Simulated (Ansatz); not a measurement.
Mulliken charges of BGeH₆P, SMILES `[BH2][GeH2][PH2]` from ωB97M-V/def2-TZVPP in Ansatz (PBE0-D4/def2-TZVP geometry).

```tsv
atom	x (Å)	y (Å)	z (Å)	charge (e)
B1	-1.040	0.725	-1.240	-0.119
Ge2	0.683	0.243	-0.242	-0.030
P3	0.083	-1.575	1.112	-0.230
H4	-1.368	0.109	-2.208	0.097
H5	-1.769	1.576	-0.826	0.096
H6	1.265	1.379	0.620	0.020
H7	1.801	-0.293	-1.156	0.021
H8	1.200	-1.409	1.973	0.075
H9	-0.767	-0.801	1.948	0.071
```

Question: By hand: the dipole of these point charges (1 e Å = 4.8032 D).

Answer: Σ q r = (-0.120, 0.289, -0.120) e Å, of length 0.335 e Å = 1.61 D.

Question: How does the dipole of the full density compare? (Best estimate.)

Answer: Computed: (-0.020, 0.154, -0.013) e Å, 0.75 D; the point charges give 2.15 times that, at 22° from its direction.

Point charges leave out the atoms' own dipoles, such as those of lone pairs, and Mulliken's split depends on the basis, so the two needn't agree.
